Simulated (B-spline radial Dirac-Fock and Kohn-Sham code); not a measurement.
Successive ionisation energies of calcium: Dirac-Fock against NIST

Level of theory: Dirac-Fock (average of configuration) total-energy differences with a finite nucleus, the Breit interaction including its frequency dependence, and self-energy and vacuum-polarisation corrections; a radial B-spline solver. Each value is the difference of the configuration-average energies of two neighbouring ions in their tabulated ground configurations. Correlation and solid-state effects are left out. NIST's values refer to the lowest levels; many for high charge states are themselves semi-empirical or theoretical. Where a p, d or f shell is open in either ion the computed value averages over both j values and all terms, while the table refers to the lowest levels; that difference holds spin-orbit splitting (largest in heavy or highly charged ions), term energies where several electrons share open shells, and correlation, and it can reach 10 % or more.

```csv
ion,configuration,computed (eV),NIST (eV),kind,NIST − computed (eV)
Ca,[Ar] 4s2,5.14,6.113155,measured,+0.97
Ca⁺,[Ar] 4s1,11.35,11.87172,measured,+0.52
Ca²⁺,[Ne] 3s2 3p6,49.91,50.91316,measured,+1.01
Ca³⁺,[Ne] 3s2 3p5,67.05,67.2732,semi-empirical,+0.22
Ca⁴⁺,[Ne] 3s2 3p4,85.32,84.34 ± 0.08,semi-empirical,-0.98
Ca⁵⁺,[Ne] 3s2 3p3,104.7,108.78 ± 0.25,semi-empirical,+4.12
Ca⁶⁺,[Ne] 3s2 3p2,125.0,127.21 ± 0.25,semi-empirical,+2.19
Ca⁷⁺,[Ne] 3s2 3p1,146.4,147.24 ± 0.12,measured,+0.86
Ca⁸⁺,[Ne] 3s2,186.2,188.54 ± 0.06,semi-empirical,+2.32
Ca⁹⁺,[Ne] 3s1,210.7,211.275,semi-empirical,+0.57
Ca¹⁰⁺,[He] 2s2 2p6,591.1,591.6 ± 0.12,semi-empirical,+0.51
Ca¹¹⁺,[He] 2s2 2p5,661.4,658.2 ± 0.9,semi-empirical,-3.21
Ca¹²⁺,[He] 2s2 2p4,734.7,728.6 ± 1.1,semi-empirical,-6.06
Ca¹³⁺,[He] 2s2 2p3,810.8,817.2 ± 0.6,semi-empirical,+6.39
Ca¹⁴⁺,[He] 2s2 2p2,889.9,894 ± 0.4,semi-empirical,+4.14
Ca¹⁵⁺,[He] 2s2 2p1,971.8,973.7 ± 0.3,semi-empirical,+1.91
Ca¹⁶⁺,[He] 2s2,1080.9,1086.8 ± 0.4,semi-empirical,+5.92
Ca¹⁷⁺,[He] 2s1,1157.6,1157.726 ± 0.007,theoretical,+0.15
Ca¹⁸⁺,1s2,5127.5,5128.858,theoretical,+1.36
Ca¹⁹⁺,1s1,5469.9,5469.864,theoretical,-0.07
```

Q: Where in this range is the largest relative jump, and why?

A: From Ca¹⁷⁺ (1157.6 eV) to Ca¹⁸⁺ (5127.5 eV), a factor of 4.43. The configuration goes from [He] 2s1 to 1s2, so the next electron comes out of a deeper subshell.
